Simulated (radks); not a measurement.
Effect of the nuclear size on the oxygen ion O+, [He] 2s2 2p3. Calculated with a radial shooting solver on a logarithmic mesh with Libxc functionals: Dirac Kohn-Sham, relativistic LDA (MacDonald-Vosko exchange, VWN5 correlation), spin-unpolarised, spherical densities, finite nucleus; open shells fill j = l - 1/2 first; Fermi nuclear charge, rms radius 2.6991 fm. The rms radius is varied about that value; shifts are against it.

rms radius (fm)  total energy shift (eV)  density at nucleus (e/bohr^3)  1s1/2 shift (meV)
2.2699                         -0.000111                          318.4             -0.043
2.4319                        -0.0000711                          318.3             -0.028
2.6991                                 0                          318.2              0.000
2.8691                         0.0000490                          318.1              0.019
3.3361                          0.000199                          317.9              0.078

Slopes of the eigenvalues against <r^2> in GHz/fm^2, as finite differences over the two radii next to the reference (eigenvalue slopes, not the field-shift constants of lines): 1s1/2 4.91.
